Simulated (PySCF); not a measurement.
C₆H₁₁NS (charge -1 and doublet state).
Geometry (GFN2-xTB, Å), atoms numbered from 1 in this order:
```
atom  x, y, z in Å
N1     2.7457   -0.3549   -0.0733
C2     1.6763    0.4778    0.4787
C3     0.2742   -0.1287    0.3934
C4    -0.2108   -0.3559   -1.0434
C5    -1.7244   -0.5068   -0.8974
C6    -2.0672    0.4158    0.2392
S7    -3.6310    0.5502    0.8903
C8    -0.8162    0.7626    1.0023
H9     2.5472   -0.5209   -1.0565
H10    2.7176   -1.2636    0.3838
H11    1.9284    0.6763    1.5261
H12    1.6970    1.4310   -0.0591
H13    0.2779   -1.0954    0.9161
H14    0.0192    0.5292   -1.6449
H15    0.2554   -1.2270   -1.5181
H16   -1.9777   -1.5598   -0.6722
H17   -2.2586   -0.2515   -1.8216
H18   -0.5421    1.8244    0.8657
H19   -0.9209    0.6063    2.0834
```

The hyperfine couplings belong to this conformer and change with its torsions.

The species is `NC[C@@H]1CC[C]([S-])C1` [radical] (charge -1).

Theory: UKS B3LYP, pcH-1 on C H N S, non-relativistic, mean-field spin-orbit, GIAO (PySCF). Whether the extra electron is bound in the gas phase wasn't checked; a finite basis holds it in any case. The geometry wasn't refined by DFT: couplings that depend on bond lengths, twists or pyramidal angles can differ widely from those at the functional's own minimum, by a factor of two or more for some ions and for spin on atoms past the first row. No stability test was run, so a lower SCF solution isn't excluded.

Q: Break the g tensor into its mass correction, gauge correction and orbital-Zeeman/spin–orbit terms.

A: 
```json
{"Δg (ppt)": "relativistic mass correction", "1": "-0.16", "2": "-0.16", "3": "-0.16"}
{"Δg (ppt)": "gauge correction", "1": "0.01", "2": "0.02", "3": "0.04"}
{"Δg (ppt)": "orbital Zeeman/spin–orbit", "1": "-0.44", "2": "6.24", "3": "10.07"}
{"Δg (ppt)": "total", "1": "-0.60", "2": "6.10", "3": "9.95"}
```

So g = 2.00172, 2.00842, 2.01227 and g_iso = 2.00747; the tensor is rhombic: the two nearest values differ by 37 % of g3 − g1. Axes: g3 points within 3° of the C6–S7 bond.

Q: At 9.377 GHz, how far is the centre of the isotropic spectrum from where a free electron (g = 2.002319) resonates?

A: B = hν/(g μB) with μB/h = 13.99624 MHz/mT gives 334.59 mT for the free electron and 333.74 mT at g_iso, 0.86 mT lower.

Q: What effective moment and Curie constant follow for a powder?

A: With the mean of g² = 4.0300 and S(S+1) = 0.75: μ_eff = √(⟨g²⟩S(S+1)) = 1.739 μB and χT = 0.12505·⟨g²⟩·S(S+1) = 0.378 cm³ K/mol (cgs; spin-Hamiltonian part alone).

Q: Average each term over the three axes. Which is largest in size?

A: The orbital-Zeeman/spin–orbit term 5.29, the mass correction -0.16 and the gauge correction 0.02 ppt, for a total of 5.15 ppt. The orbital-Zeeman/spin–orbit term is the largest in size. The mass correction is the same along every axis, so the anisotropy comes from the other two: their spans along these axes are 0.03 (gauge) and 10.52 ppt (orbital Zeeman/spin–orbit).

Q: In a frozen sample, at which fields do the three g values resonate at 9.5, 34, 94 and 263 GHz (hyperfine left aside), and which band first spreads them over more than twice a line width of 1.0 mT?

A: 
```tsv
band	GHz	B(g3) mT	B(g2) mT	B(g1) mT	spread mT
X	9.5	337.31	337.95	339.08	1.78
Q	34.0	1207.20	1209.52	1213.57	6.36
W	94.0	3337.56	3343.96	3355.15	17.59
J	263.0	9338.07	9355.98	9387.29	49.22
```

The spread grows in proportion to the frequency. Q band is the first where it exceeds 2.0 mT.

The largest Mulliken spin populations are on C6 (+0.61), S7 (+0.29) and H16 (+0.08). The angles at C6 add up to 356.3°, so it is nearly planar.

The HOMO–LUMO gaps are 2.35 eV among the α and 3.76 eV among the β orbitals.

Hardware: Arm Neoverse V2, one thread, shared host with 96 logical CPUs at a one-minute load of 40. Cost: 1.7 min of wall time (with the writing of density and orbital grids), 1.0 GiB resident at most.
